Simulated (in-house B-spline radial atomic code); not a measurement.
Ar⁶⁺. Computed with a B-spline radial atomic code. Model: all-electron spherical atom, spin shells full or empty, radial basis limit, no spin-orbit coupling, Breit or QED, empty-state partial waves extrapolated as (l+1/2)^-4, RPA, G0W0 and static COHSEX of the highest shell as one setting changes (uncorrelated shells keep exact exchange).

Empty levels are discrete states of a finite basis, so the steps are uneven.

Given: element Ar; charge 6; filled core Ne; hamiltonian non-relativistic; mean-field start r2SCAN; highest l of empty states 9; lowest nl shells left uncorrelated 0; highest mean-field shell 3s; box radius 9.29 bohr.

Shell: 3s 1 1 (electrons up and down).

| highest empty level kept (hartree) | RPA correlation energy (hartree) | G0W0 level (eV) | G0W0 minus most complete (meV) | COHSEX level (eV) | linearised minus solved G0W0 (meV) |
| --- | --- | --- | --- | --- | --- |
| 16.33 | -0.34118 | -124.36 | 198.9 | -126.99 | 60.5 |
| 32.67 | -0.44023 | -124.42 | 139 | -127.15 | 61.2 |
| 57.17 | -0.52558 | -124.47 | 88.5 | -127.31 | 61.8 |
| 98 | ? | ? | ? | ? | ? |
| 163.33 | -0.64739 | -124.52 | 34.4 | -127.48 | 62.5 |
| 294 | ? | ? | ? | ? | ? |
| 490 | -0.72169 | -124.54 | 11.1 | -127.55 | 62.8 |
| 980 | -0.74453 | -124.55 | 5.2 | -127.57 | 62.9 |
| 1960 | -0.75793 | -124.55 | 1.6 | -127.58 | 62.9 |
| 4083.3 | -0.76245 | -124.55 | 0.5 | -127.58 | 62.9 |
| 9800 | -0.76391 | -124.55 | 0.1 | -127.58 | 62.9 |
| 32667 | -0.76437 | -124.55 | 0 | -127.58 | 62.9 |

What follows for highest empty level kept = 98?

RPA correlation energy -0.5921 hartree; G0W0 level -124.5 eV; G0W0 minus most complete 56.8 meV; COHSEX level -127.41 eV; linearised minus solved G0W0 62.2 meV.

What follows for highest empty level kept = 294?

RPA correlation energy -0.69218 hartree; G0W0 level -124.54 eV; G0W0 minus most complete 19.1 meV; COHSEX level -127.53 eV; linearised minus solved G0W0 62.7 meV.
